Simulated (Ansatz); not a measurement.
This geometry of F$_{4}$H$_{4}$OSiZr (11 atoms, charge 0, multiplicity 1) is a first-order saddle point.

All numbers below come from Ansatz, RHF/def2-SVP.

```xyz
11
Properties=species:S:1:pos:R:3
Zr -0.149 0.126 -0.182
F -0.610 0.626 1.912
F 1.410 -0.848 0.299
F 0.176 1.939 -0.647
F -0.599 -0.648 -1.866
O -2.029 -0.434 0.601
Si -3.510 -1.173 0.316
H -3.284 -2.605 0.042
H -4.334 -1.006 1.529
H -4.152 -0.522 -0.840
H -1.528 0.113 1.581
```

Task: Which two structures does it join? (They come from a converged band through this point; their orientation in space is the band's.)

Result: Bonds broken: O6–H11. Bonds formed: F2–H11.

Initial state:

```xyz
11
Properties=species:S:1:pos:R:3
Zr 0.003 0.082 0.012
F 0.320 -0.112 1.904
F 1.810 0.059 -0.606
F -0.596 1.823 -0.500
F -0.714 -1.331 -1.090
O -2.138 -0.282 0.908
Si -3.517 -1.002 0.192
H -3.363 -2.463 0.212
H -4.662 -0.594 1.029
H -3.613 -0.458 -1.166
H -2.138 -0.154 1.850
```

Final state:

```xyz
11
Properties=species:S:1:pos:R:3
Zr -0.231 0.003 -0.344
F -0.490 0.709 2.003
F 1.196 -0.969 0.482
F -0.015 1.898 -0.514
F -0.137 -0.586 -2.155
O -2.029 -0.573 0.178
Si -3.554 -1.209 0.178
H -3.502 -2.662 -0.086
H -4.158 -0.981 1.513
H -4.384 -0.543 -0.847
H -1.305 0.480 2.337
```

Task: How far does it lie above each of them?

Result: 1.02 eV above the first and 0.34 eV above the second. This is the barrier of this one path; another mechanism may lie lower. The orbitals stay closed-shell, which can raise the energy where a bond breaks towards radicals; this wasn't checked here.

The run took 3.1 min on 4 threads of Arm Neoverse V1, on a shared host, peak memory 0.4 GiB.
